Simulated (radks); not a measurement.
Results of a calculation; reference values are marked as such.
Charge is removed step by step from the 3s down level of neutral chlorine, starting from [Ne] 3s(up 1, down 1) 3p5. Code: a radial shooting solver on a logarithmic mesh with Libxc functionals. Model: non-relativistic Kohn-Sham, LDA (Slater exchange, Perdew-Wang correlation), spin-polarised, spherical densities, point nucleus; open shells are filled with parallel spins first.

removed (e)  E - E(0) (eV)  eigenvalue (eV)  E minus straight line (eV)
0                    0.000          -20.047                       0.000
0.125                2.588          -21.369                      -0.603
0.25                 5.343          -22.716                      -1.039
0.375                8.268          -24.086                      -1.305
0.5                 11.366          -25.477                      -1.399
0.625               14.638          -26.887                      -1.317
0.75                18.088          -28.315                      -1.058
0.875               21.718          -29.760                      -0.620
1                   25.529          -31.220                       0.000

Removing the whole electron costs 25.529 eV by Delta-SCF, against 20.047 eV from minus the eigenvalue at the starting occupation. Slater's transition state (half an electron removed) gives 25.477 eV. Integrating minus the eigenvalue over the occupation (Janak's theorem) gives 25.529 eV. The mean slope of the eigenvalue, de/dn, is 11.2 eV per electron.
